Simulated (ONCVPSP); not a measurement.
Al: one change to an ONCV potential, before and after

Al (Z = 13), optimised norm-conserving Vanderbilt (ONCV), made with ONCVPSP 4.0.1 (PBEsol, scalar-relativistic). Core [Ne], reference 3s1.5 3p1.5. Waves: 3s: rc 1.80 bohr, ncon 4, nbas 7, qcut 3.8 1/bohr, 2 projectors, debl 2.5 Ha; 3p: rc 2.05 bohr, ncon 3, nbas 7, qcut 4.3 1/bohr, 3 projectors, debl 2 Ha. Local part: polynomial inside 1.40 bohr (lpopt 5, dvloc0 0 Ha). Core correction: polynomial model core, fcfact 0.55.

Change: s: qcut 4.2; p: qcut 4.8.

Cutoffs: the cutoffs (Ha) at which the residual kinetic energy of the hardest occupied pseudo-wave falls to 1 and 0.1 mHa per electron; they do not see the model core or the augmentation charge, which bear on the density cutoff. Errors are all-electron minus pseudo energies relative to the spin-unpolarised reference configuration.

Q: Predict the effect on cutoff, ghosts and configuration errors.

A: The potential gets neither clearly harder nor softer (5.7 Ha and 7.7 Ha → 5.9 Ha and 7.7 Ha); the errors of the 4 common tests hardly move; neither file shows a bound ghost.

| quantity | base | changed |
| --- | --- | --- |
| cutoff, loose | 5.7 Ha | 5.9 Ha |
| cutoff, tight | 7.7 Ha | 7.7 Ha |
| loose cutoff by channel | s 5.7 Ha, p 2.2 Ha | s 5.9 Ha, p 2.2 Ha |
| bound ghosts | none | none |
| GHOST(+) flags under 300 eV | s at 115.8 eV | s at 115.7 eV |
| error for 3s2 3p1, meV [ΔE -2.54 eV] | -0.4 | -0.4 |
| error for 3s2 3p0, meV [ΔE 3.20 eV] | -0.5 | -0.6 |
| error for 3s1 3p0, meV [ΔE 22.37 eV] | +10 | +10 |
| error for 3s1 3p1, meV [ΔE 8.99 eV] | +0.9 | +0.9 |
| s: phases at 1.83 bohr within 0.05 rad from the reference energy up to (Ha; the scan ends near 5) | 3.7 | 3.7 |
| p: phases at 2.08 bohr within 0.05 rad from the reference energy up to (Ha; the scan ends near 5) | to the end of the scan | to the end of the scan |
| rms error of d²Exc/dni dnj with the model core, mHa | 0.37 | 0.39 |

Base: The cutoffs count occupied waves only; projector 3 of the p channel, the hardest unoccupied one, needs 44 Ha at the loose tolerance. Changed file: The cutoffs count occupied waves only; projector 3 of the p channel, the hardest unoccupied one, needs 46 Ha at the loose tolerance.
